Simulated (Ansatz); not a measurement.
`NC[SiH2]F` + H₂O → `NC[SiH2]O` + H–F  (formal hydrolysis of the Si–F bond)

Program: Ansatz. Geometries: PBE0-D4/def2-TZVP. ΔE: electronic, gas phase. CBS: MP2 limit from def2 TZ/QZ plus the TZ coupled-cluster correction, frozen cores. This one scheme is used for every species. Functionals use def2-TZVPP. HSE06 is defined as in plane-wave codes. Each species was taken in one conformer, which may not be the lowest.

| level | ΔE (kJ/mol) | difference from CCSD(T)/CBS |
| --- | --- | --- |
| LDA (SPW92) | 32.0 | -8.2 |
| PBE-D4 | 37.3 | -2.9 |
| r2SCANh-D4 | 40.0 | -0.2 |
| BLYP | 46.8 | 6.6 |
| r2SCAN | 41.1 | 0.9 |
| r2SCANh | 40.7 | 0.5 |
| HSE06 | 39.3 | -0.9 |
| BHLYP | 45.8 | 5.6 |
| MP2/def2-SVP | 36.5 | -3.7 |
| HF/def2-TZVPP | 49.6 | 9.4 |
| CCSD(T)/CBS | 40.2 | 0 |

Largest T1 diagnostic among the species: 0.010.

In def2-TZVPP, CCSD(T) changes the Hartree–Fock value by −11.5 kJ/mol (the triples alone add −2.0 kJ/mol) and MP2 by −12.9 kJ/mol. The D4 term adds −4.4 kJ/mol with B3LYP and −2.3 kJ/mol with PBE0; it sums over pairs of atoms, weighted by their polarisabilities, and B3LYP, whose exchange is more repulsive, gets the larger term. Leaving LDA and LC-ωPBE aside and taking each functional with its dispersion term where it has one, the values, not all of them listed here, spread over 7.8 kJ/mol, from revPBE-D4 to B2PLYP. LDA lies −8.0 kJ/mol from PBE without D4.

B3LYP here is the variant with VWN-RPA as its local correlation; programs differ in this.
